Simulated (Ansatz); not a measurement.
Reaction (formal exchange of groups at a C–C bond): `CBCCF` + `[AlH3]` → `CB[CH2][AlH2]` + fluoromethane

Gas-phase electronic energies from Ansatz, PBE0-D4/def2-TZVP geometries. CBS: MP2 limit from def2 TZ/QZ plus the TZ coupled-cluster correction, frozen cores. This one scheme is used for every species. Functionals use def2-TZVPP. B3LYP here is the variant with VWN-RPA as its local correlation; programs differ in this. Each species was taken in one conformer, which may not be the lowest.

Task: Is it downhill or uphill in electronic energy at CCSD(T)/CBS, and by how much? (Best estimate.)

Result: Ansatz gave: Downhill: ΔE = -65.3 kJ/mol.

Task: What do these levels give: ωB97X-V, PBE, r2SCAN, PBE0, B3LYP, MP2/CBS(def2)? (Estimate.)

Result: The calculation gave: ωB97X-V -57.3, PBE -67.8, r2SCAN -67.9, PBE0 -65.3, B3LYP -63.6, MP2/CBS(def2) -69.9 kJ/mol.

Largest T1 diagnostic among the species: 0.011.

In def2-TZVPP, CCSD(T) changes the Hartree–Fock value by −13.9 kJ/mol (the triples alone add −2.6 kJ/mol) and MP2 by −18.5 kJ/mol.
